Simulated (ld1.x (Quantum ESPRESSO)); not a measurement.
## Cutoff test, F, RRKJ

ld1.x (Quantum ESPRESSO) 7.5 input, shortened:

```
&input
   title='F', zed=9., rel=1, dft='PBESOL', iswitch=3,
   config='[He] 2s2 2p3'
 /
 &inputp
   pseudotype=2, tm=.false., rho0=0.02, lloc=0,
   nlcc=.true., new_core_ps=.true., rcore=0.50
 /
2
2P  2  1   3.00   0.00  1.25  1.25  0.0
2S  1  0   2.00   0.00  0.55  0.55  0.0
 &test
   configts(1)='2s2 2p3'
 /
```

The pseudo-atom Hamiltonian at the reference potential is diagonalised in spherical Bessel functions j_l(qr) that vanish at 20 bohr, with q² up to the cutoff. All-electron valence levels (Ry): 2p -3.5924, 2s -4.9798.

**Question.** How do the lowest levels (Ry) of each channel move with the cutoff, and are there ghosts?

**Answer.**

```json
{"cutoff (Ry)": "8", "p #1": "-1.8476", "p #2": "-0.5868", "s #1": "-4.5707", "s #2": "-1.0511", "d #1": "-0.5430", "d #2": "-0.2833", "f #1": "-0.2554", "f #2": "-0.1403", "Σ f·Δε (mRy)": "6049.7"}
{"cutoff (Ry)": "15", "p #1": "-2.3781", "p #2": "-0.6805", "s #1": "-4.7024", "s #2": "-1.0873", "d #1": "-0.5502", "d #2": "-0.2863", "f #1": "-0.2554", "f #2": "-0.1403", "Σ f·Δε (mRy)": "4194.7"}
{"cutoff (Ry)": "25", "p #1": "-2.8883", "p #2": "-0.7582", "s #1": "-4.7188", "s #2": "-1.0893", "d #1": "-0.5529", "d #2": "-0.2874", "f #1": "-0.2554", "f #2": "-0.1403", "Σ f·Δε (mRy)": "2631.3"}
{"cutoff (Ry)": "35", "p #1": "-3.2557", "p #2": "-0.8082", "s #1": "-4.7848", "s #2": "-1.0971", "d #1": "-0.5535", "d #2": "-0.2877", "f #1": "-0.2554", "f #2": "-0.1403", "Σ f·Δε (mRy)": "1397.0"}
{"cutoff (Ry)": "50", "p #1": "-3.5061", "p #2": "-0.8398", "s #1": "-4.8846", "s #2": "-1.1107", "d #1": "-0.5537", "d #2": "-0.2878", "f #1": "-0.2554", "f #2": "-0.1403", "Σ f·Δε (mRy)": "446.2"}
{"cutoff (Ry)": "70", "p #1": "-3.5858", "p #2": "-0.8497", "s #1": "-4.9397", "s #2": "-1.1186", "d #1": "-0.5537", "d #2": "-0.2878", "f #1": "-0.2554", "f #2": "-0.1403", "Σ f·Δε (mRy)": "96.9"}
{"cutoff (Ry)": "100", "p #1": "-3.5923", "p #2": "-0.8506", "s #1": "-4.9540", "s #2": "-1.1209", "d #1": "-0.5537", "d #2": "-0.2878", "f #1": "-0.2554", "f #2": "-0.1403", "Σ f·Δε (mRy)": "48.9"}
{"cutoff (Ry)": "140", "p #1": "-3.5924", "p #2": "-0.8506", "s #1": "-4.9567", "s #2": "-1.1212", "d #1": "-0.5538", "d #2": "-0.2878", "f #1": "-0.2554", "f #2": "-0.1403", "Σ f·Δε (mRy)": "43.1"}
{"cutoff (Ry)": "180", "p #1": "-3.5924", "p #2": "-0.8506", "s #1": "-4.9661", "s #2": "-1.1224", "d #1": "-0.5538", "d #2": "-0.2878", "f #1": "-0.2554", "f #2": "-0.1403", "Σ f·Δε (mRy)": "24.2"}
{"cutoff (Ry)": "260", "p #1": "-3.5924", "p #2": "-0.8506", "s #1": "-4.9770", "s #2": "-1.1239", "d #1": "-0.5538", "d #2": "-0.2878", "f #1": "-0.2554", "f #2": "-0.1403", "Σ f·Δε (mRy)": "2.4"}
{"cutoff (Ry)": "400", "p #1": "-3.5924", "p #2": "-0.8506", "s #1": "-4.9782", "s #2": "-1.1241", "d #1": "-0.5538", "d #2": "-0.2878", "f #1": "-0.2554", "f #2": "-0.1403", "Σ f·Δε (mRy)": "0.0"}
```

Result: no extra level below or beside the all-electron valence levels (p, s, d, f tested); 10 mRy is reached at 230 Ry and 1 mRy at over 300 Ry.

Its largest configuration-test error is +934 meV.
